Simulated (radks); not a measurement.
Question: These are the eigenvalues of the occupied orbitals of an atom or ion with whole-number occupations (eV). Calculated with a radial shooting solver on a logarithmic mesh with Libxc functionals: scalar-relativistic Kohn-Sham, LDA (Slater exchange, Perdew-Wang correlation), spin-polarised, spherical densities, finite nucleus; Fermi nuclear charge, rms radius of each element as measured or else 0.836 A^(1/3) + 0.57 fm.

1s down: -44979.12
1s up: -44979.12
2s up: -7319.589
2s down: -7319.519
2p up: -6540.937
2p down: -6540.886
3s up: -1601.924
3s down: -1600.581
3p up: -1357.336
3p down: -1356.004
3d up: -1020.866
3d down: -1019.811
4s up: -324.6321
4s down: -321.3858
4p up: -244.1500
4p down: -240.9170
4d up: -130.3348
4d down: -127.1402
5s up: -46.0910
5s down: -44.0795
5p up: -26.0634
5p down: -24.3912
4f up: -8.7419
6s up: -4.2540
6s down: -3.8042
5d up: -3.3229

Which element is it, and in what charge state? The configuration may be excited. Open shells, if any, are filled with parallel spins first.

Answer: Z = 61, promethium, charge 0: Pm in [Xe] 4f4 5d1 6s2. The list shows which subshells hold electrons but not how many an open one holds; the 1s level, -1653 hartree, gives Z - s = 57.5 by -(Z - s)^2/2, which with screening and relativity narrows Z to a few neighbours, and the depths of the outer levels then fix element, charge and occupations together.
